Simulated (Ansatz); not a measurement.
Relaxation of AlFH$_{6}$OSi (10 atoms, charge 0, multiplicity 1), to a largest force component of 0.03 eV/Å in at most 50 steps.

The calculation used RKS PBE0-D4/6-31G* (Ansatz 0.2.0).

```xyz
10
Properties=species:S:1:pos:R:3
Al 0.041 -0.304 -0.450
F 0.024 -0.124 2.420
H 1.428 0.441 -0.601
H -1.360 0.206 -0.990
O 0.077 -1.926 0.238
Si -0.721 -3.323 -0.147
H 0.209 -4.482 -0.044
H -1.873 -3.562 0.773
H -1.244 -3.262 -1.546
H 0.156 -1.032 2.252
```

Task: Where does it end, and by what steps?

Result: The run converged. The force dipped under the threshold on the way, but the program's further checks kept it going. After 29 steps the energy has fallen by 1.215 eV; H10 moved furthest, 1.18 Å. Parted: F2–H10 (0.93 → 2.22 Å). Joined: Al1–F2 (2.88 → 1.69 Å), O5–H10 (2.21 → 0.97 Å).

| step | energy less start (eV) | largest force component (eV/Å) | accepted |
| --- | --- | --- | --- |
| 0 | 0.0000 | 0.676 | yes |
| 2 | -0.3548 | 0.615 | yes |
| 4 | -0.4606 | 1.728 | no |
| 6 | -0.5821 | 0.181 | yes |
| 8 | -0.6577 | 1.054 | yes |
| 10 | -0.8148 | 1.187 | yes |
| 12 | -1.0989 | 0.438 | yes |
| 14 | -1.1452 | 0.526 | yes |
| 16 | -1.1805 | 0.407 | yes |
| 18 | -1.1994 | 0.106 | yes |
| 20 | -1.2033 | 0.077 | yes |
| 22 | -1.2062 | 0.114 | yes |
| 24 | -1.2101 | 0.091 | yes |
| 26 | -1.2130 | 0.061 | yes |
| 28 | -1.2149 | 0.026 | yes |
| 29 | -1.2152 | 0.023 | yes |

```xyz
10
Properties=species:S:1:pos:R:3
Al -0.049 -0.044 0.131
F 0.073 0.266 1.786
H 1.184 0.431 -0.760
H -1.533 -0.129 -0.470
O 0.251 -1.976 0.537
Si -0.717 -3.251 -0.080
H -0.085 -4.521 0.355
H -2.097 -3.150 0.450
H -0.658 -3.075 -1.544
H 0.369 -1.920 1.502
```

Whether the end is a true minimum wasn't checked by a vibrational analysis.

Time of the run: 100 s on 1 thread of Arm Neoverse V2 (shared host), peak memory 0.16 GiB.
